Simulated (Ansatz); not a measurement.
Total energies of C2H8S2Si (`[SiH3]CSCS`).

Cartesian coordinates in Å:
```
Si 1.730 0.219 0.869
C 0.639 1.196 -0.312
S -0.285 0.092 -1.417
C -1.619 -0.405 -0.310
S -2.604 -1.713 -1.050
H 0.918 -0.782 1.609
H 2.775 -0.487 0.087
H 2.383 1.117 1.863
H 1.266 1.811 -0.963
H -0.048 1.879 0.194
H -1.219 -0.719 0.655
H -2.309 0.427 -0.151
H -1.627 -2.635 -1.075
```

Charge 0, multiplicity 1. The structure was optimised at the PBE0-D4/def2-TZVP level. It is one conformer, not always the lowest. Basis def2-TZVPP, the Gaussian-basis code of Ansatz.

RPA on PBE orbitals: Hartree–Fock energy of these orbitals -1164.37293 Eh, correlation -1.45518 Eh (frozen core).

```json
{"functional": "LDA (SPW92)", "energy without D4 (Eh)": "-1162.27521", "D4 term (kJ/mol)": "–"}
{"functional": "PBE", "energy without D4 (Eh)": "-1166.34302", "D4 term (kJ/mol)": "-33.6"}
{"functional": "revPBE", "energy without D4 (Eh)": "-1166.72152", "D4 term (kJ/mol)": "-98.7"}
{"functional": "BLYP", "energy without D4 (Eh)": "-1166.88865", "D4 term (kJ/mol)": "-73.5"}
{"functional": "r2SCAN", "energy without D4 (Eh)": "-1166.82119", "D4 term (kJ/mol)": "-8.5"}
{"functional": "B97M-V", "energy without D4 (Eh)": "-1166.67920", "D4 term (kJ/mol)": "–"}
{"functional": "PBE0", "energy without D4 (Eh)": "-1166.45415", "D4 term (kJ/mol)": "-28.7"}
{"functional": "B3LYP", "energy without D4 (Eh)": "-1167.01599", "D4 term (kJ/mol)": "-54.4"}
{"functional": "r2SCANh", "energy without D4 (Eh)": "-1166.81355", "D4 term (kJ/mol)": "-9.1"}
{"functional": "r2SCAN0", "energy without D4 (Eh)": "-1166.80334", "D4 term (kJ/mol)": "-10.0"}
{"functional": "HSE06 (plane-wave form)", "energy without D4 (Eh)": "-1166.42747", "D4 term (kJ/mol)": "-26.8"}
{"functional": "BHLYP", "energy without D4 (Eh)": "-1166.89489", "D4 term (kJ/mol)": "-42.4"}
{"functional": "CAM-B3LYP", "energy without D4 (Eh)": "-1166.92993", "D4 term (kJ/mol)": "-29.3"}
{"functional": "LC-ωPBE", "energy without D4 (Eh)": "-1166.58823", "D4 term (kJ/mol)": "–"}
{"functional": "ωB97X-V", "energy without D4 (Eh)": "-1166.76871", "D4 term (kJ/mol)": "–"}
{"functional": "ωB97M-V", "energy without D4 (Eh)": "-1166.83571", "D4 term (kJ/mol)": "–"}
{"functional": "B2PLYP", "energy without D4 (Eh)": "-1166.49810", "D4 term (kJ/mol)": "–"}
{"functional": "PBE-QIDH", "energy without D4 (Eh)": "-1166.18891", "D4 term (kJ/mol)": "–"}
```

B3LYP takes the VWN-RPA correlation (the form of Gaussian; ORCA's B3LYP/G). HSE06 is the plane-wave form, built on full-range PBE exchange. The double hybrids freeze the cores in their second-order part.

LC-ωPBE has ω = 0.4 bohr⁻¹.
